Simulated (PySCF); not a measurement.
C4H8Ge, SMILES `[C](C=C)([GeH3])=C` (C–C–C–Ge torsion 0°), neutral singlet in the gas phase. 

Cartesian coordinates (Å):
SMILES: C=C[C]([GeH3])=C
```xyz
13

C     -1.1678    -1.7009     0.1108
C     -1.1853    -0.4392    -0.3510
C     -0.1019     0.5290    -0.2341
C     -0.2290     1.7739    -0.7365
Ge     1.5785     0.0376     0.6641
H     -0.3015    -2.1147     0.6320
H     -2.0229    -2.3646    -0.0175
H     -2.0846    -0.0792    -0.8670
H      0.5649     2.5188    -0.6638
H     -1.1486     2.0860    -1.2435
H      2.2637    -1.1532    -0.0498
H      1.3252    -0.3651     2.1374
H      2.5093     1.2715     0.6189
```
Charge 0, multiplicity 1.

All levels are single points at this geometry (PBE-D3(BJ)/def2-TZVP); Pople sets use spherical d functions. Orbital energies aren't observables, and empty levels follow the basis.

| level | HOMO (eV) | LUMO (eV) | gap (eV) | dipole (D) | vertical IE, Delta-SCF (eV) |
|---|---|---|---|---|---|
| PBE-D3(BJ)/def2-TZVP in PySCF | -5.99 | -2.08 | 3.92 | 0.60 | 8.81 |
| B3LYP/3-21G in PySCF | -6.46 | -0.82 | 5.64 | 0.55 | – |
| B3LYP/6-311+G** (LANL2DZ on Ge) in PySCF | -6.74 | -1.37 | 5.37 | 0.47 | – |
| B3LYP/LANL2DZ in PySCF | -6.60 | -1.12 | 5.48 | 0.56 | – |
| HF/3-21G in PySCF | -8.85 | 3.11 | 11.96 | 0.67 | – |
| HF/STO-3G in PySCF | -6.97 | 6.59 | 13.56 | 0.11 | – |
